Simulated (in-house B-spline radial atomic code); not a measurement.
# Mn III (Mn2+): [Ar] 3d4 5f1 (an excited or competing configuration)

Method: Dirac-Hartree-Fock, average of configuration, Fermi nucleus of rms radius 3.7057 fm. Calculated with a radial B-spline atomic code at the basis-set limit.

Z_r = [3n² - l(l+1)]/(2<r>); Z_e = n√(-2ε); the last column is Slater's effective charge. Values are occupation-weighted means over j.

| shell | electrons | ε (eV) | <r> (bohr) | Z_r | Z_e | Slater |
| --- | --- | --- | --- | --- | --- | --- |
| 1s | 2 | -6636.3 | 0.06086 | 24.65 | 22.09 | 24.70 |
| 2s | 2 | -839.12 | 0.2775 | 21.62 | 15.71 | 20.85 |
| 2p | 6 | -712.64 | 0.2463 | 20.30 | 14.47 | 20.85 |
| 3s | 2 | -139.18 | 0.8437 | 16.00 | 9.60 | 13.75 |
| 3p | 6 | -100.93 | 0.891 | 14.03 | 8.17 | 13.75 |
| 3d | 4 | -47.656 | 1.033 | 10.16 | 5.61 | 5.95 |
| 5f | 1 | -4.9275 | 10.39 | 3.03 | 3.01 | 3.00 |

The least bound orbital is 5f5/2 at -4.927 eV, and it is also the most diffuse (<r> = 10.39 bohr).

Spin-orbit splittings of the orbital energies (j = l + 1/2 above j = l - 1/2 when positive): 2p 10.61 eV, 3p 1.39 eV, 3d 0.133 eV, 5f -0.0001094 eV.

For the 1s electron the small component carries 0.807 % of the norm, the zero-frequency Breit interaction raises the level by 7.378 eV, self-energy by 3.603 eV, and vacuum polarisation lowers it by 0.3003 eV.
